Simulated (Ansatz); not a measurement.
Gas-phase electronic energies from Ansatz, PBE0-D4/def2-TZVP geometries. CCSD(T)/CBS is the MP2 limit (def2-TZVPP, def2-QZVPP) plus CCSD(T) − MP2 in def2-TZVPP, frozen cores. This one scheme is used for every species. Elements past krypton have def2 core potentials. For Sb outer-core shells are correlated without core-valence functions, which leaves a few kJ/mol of doubt a bond. Each species was taken in one conformer, which may not be the lowest.

Reaction (hydrogenolysis of the Si–Cl bond): `N[Si](O)(Cl)[SbH2]` + H₂ → `N[SiH](O)[SbH2]` + HCl

| species | MP2/CBS(def2) energy (Eh) |
| --- | --- |
| `N[Si](O)(Cl)[SbH2]` | -1121.82931 |
| H₂ | -1.16771 |
| `N[SiH](O)[SbH2]` | -662.60279 |
| HCl | -460.35267 |

Task: Work out ΔE.

Result: ΔE = (-662.60279) + (-460.35267) − (-1121.82931) − (-1.16771) = 0.04156 Eh = +1.13 eV. CCSD(T)/CBS gives +1.02 eV.

Largest T1 diagnostic among the species: 0.013.

Leaving LDA and LC-ωPBE aside and taking each functional with its dispersion term where it has one, the values, not all of them listed here, spread over 0.12 eV, from B2PLYP to revPBE-D4. LDA lies +0.04 eV from PBE without D4. In def2-TZVPP, CCSD(T) changes the Hartree–Fock value by +0.12 eV (the triples alone add +0.05 eV) and MP2 by +0.24 eV.
